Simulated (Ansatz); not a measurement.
The cluster PAu4⁻ (the lowest singlet isomer of a short search). Charge -1, multiplicity 1. Geometry B3LYP-D4/def2-SVPD, basis def2-TZVPD, Ansatz.

```xyz
5

P     0.1080   -0.7364   -1.2698
Au    0.4250   -0.2875    3.6737
Au   -1.9822    0.2349   -1.5736
Au    1.2246    1.2130   -1.8681
Au    0.2246   -0.4239    1.0377
```

```tsv
run	HOMO (eV)	LUMO (eV)
A	-3.63	2.56
B	-1.92	0.83
C	-1.44	0.25
D	-1.22	0.11
E	-1.32	0.11
F	-1.86	0.57
```

In the def2 sets Au takes a core potential; there is no spin–orbit coupling. B3LYP takes the VWN-RPA correlation. No other spin state of charge -1 was run. The structure comes from a short search, and lower isomers may exist.

Problem. The runs used B3LYP, B97M-V, PBE, PBE0, r2SCAN, ωB97X-V. Estimate which is which.

Solution. A ωB97X-V (range-separated); B PBE0 (25 % exact exchange); C r2SCAN (0 % exact exchange); D B97M-V (0 % exact exchange); E PBE (0 % exact exchange); F B3LYP (20 % exact exchange). Exact exchange lowers occupied and raises empty levels; among semilocal functionals meta-GGAs tend to open the gap a little, and such runs are hard to tell apart. The gap grows from 1.33 eV (B97M-V) to 6.18 eV (ωB97X-V).
